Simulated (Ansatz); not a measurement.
Gas-phase electronic energies from Ansatz, PBE0-D4/def2-TZVP geometries. CCSD(T)/CBS adds triple-zeta CCSD(T) − MP2 to the extrapolated MP2 energy (def2 sets, frozen cores). This one scheme is used for every species. Functionals use def2-TZVPP. B3LYP here is the variant with VWN-RPA as its local correlation; programs differ in this. HSE06 is defined as in plane-wave codes. def2 core potentials past Kr. For Br, Sn outer-core shells are correlated without core-valence functions, which leaves a few kJ/mol of doubt a bond. Scalar relativity is left out up to krypton. Each species was taken in one conformer, which may not be the lowest.

Consider the ligand exchange at the Sn–Cl bond: `[Cl][SnH2][Br]` + CH₃OH → `C[O][SnH2][Br]` + HCl.

| level | ΔE (kcal/mol) | difference from CCSD(T)/CBS |
| --- | --- | --- |
| LDA (SPW92) | 15.1 | -0.1 |
| PBE-D4 | 15.8 | 0.6 |
| BLYP-D4 | 14.5 | -0.7 |
| r2SCAN-D4 | 16.0 | 0.8 |
| B3LYP-D4 | 15.9 | 0.7 |
| r2SCAN0-D4 | 17.3 | 2.1 |
| HSE06-D4 | 17.4 | 2.2 |
| BLYP | 15.8 | 0.6 |
| PBE0 | 17.9 | 2.7 |
| BHLYP | 18.0 | 2.8 |
| CAM-B3LYP | 16.1 | 0.9 |
| CCSD/def2-SVP | 15.5 | 0.3 |
| CCSD(T)/def2-TZVPP | 14.5 | -0.7 |
| HF/def2-QZVPP | 19.4 | 4.2 |
| SCS-MP2/def2-QZVPP | 15.2 | 0.0 |
| MP2/CBS(def2) | 15.5 | 0.3 |
| CCSD(T)/CBS | 15.2 | 0 |

Largest T1 diagnostic among the species: 0.012.

From BLYP to BHLYP (50 % exact exchange), in def2-TZVPP and without D4, ΔE moves by +2.2 kcal/mol. Leaving LDA and LC-ωPBE aside and taking each functional with its dispersion term where it has one, the values spread over 2.9 kcal/mol, from BLYP-D4 to HSE06-D4. LDA lies −1.3 kcal/mol from PBE without D4.
